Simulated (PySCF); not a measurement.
Species: CH7O2PSi.
Atom-mapped SMILES: `[CH3:1][O:2][Si@@H:3]([OH:4])[PH2:5]` (hydrogens: H6, H7, H8 on C1; H9 on Si3; H10 on O4; H11, H12 on P5)

Theory: core-valence-separated Tamm–Dancoff BHandHLYP/aug-pcX-1 (pcseg-1 on H, def2-SVPD on Si, def2-SVPD on P) in PySCF, non-relativistic, gas phase, PBE0-D3(BJ)/def2-SVP geometry.

Computed carbon K-edge spectrum, Gaussian lines of 0.4 eV full width, highest printed point 100; it ends one width below the last computed root. The energies are unshifted.

photon energy (eV), absorption and a bar:
```
    286.3          1 
    286.4          4 #
    286.5         11 ###
    286.6         24 #######
    286.7         37 ###########
    286.8         42 ############
    286.9         37 ###########
    287.0         31 #########
    287.1         28 ########
    287.2         30 #########
    287.3         39 ###########
    287.4         60 ##################
    287.5         87 ##########################
    287.6        100 ##############################
    287.7         85 ##########################
    287.8         53 ################
    287.9         24 #######
    288.0          9 ##
    288.1          5 #
    288.2          8 ##
    288.3         15 ####
    288.4         20 ######
    288.5         18 #####
    288.6         12 ###
    288.7          6 ##
    288.8          3 #
    288.9          2 
    289.0          3 #
```

Assign the maxima to core holes.

3 maxima:
- 286.8 eV: C1 (methoxy carbon), 286.77 eV, f = 0.025, 95 % of the height at the exact maximum
- 287.6 eV: C1 (methoxy carbon), 287.65 eV, f = 0.035, 52 % of the height at the exact maximum; C1 (methoxy carbon), 287.55 eV, f = 0.031, 47 % of the height at the exact maximum
- 288.4 eV: C1 (methoxy carbon), 288.43 eV, f = 0.013, 100 % of the height at the exact maximum

Further lines of some strength in the range: C1, 287.15 eV, f = 0.013.

Roots within 0.03 eV on the same or equivalent atoms count as one line; shares under 12 % aren't listed.

Vibrational structure and lifetime widths aren't in the curve. The ionisation threshold wasn't computed; near and above it a finite basis only mimics Rydberg series and continuum.

The values belong to the conformer `[CH3:1][O:2][Si@@H:3]([OH:4])[PH2:5]`: C1–O2–Si3–O4 65°, H–O4–Si3–O2 -98°, H–P5–Si3–O2 163°, H–P5–Si3–O2 69°.
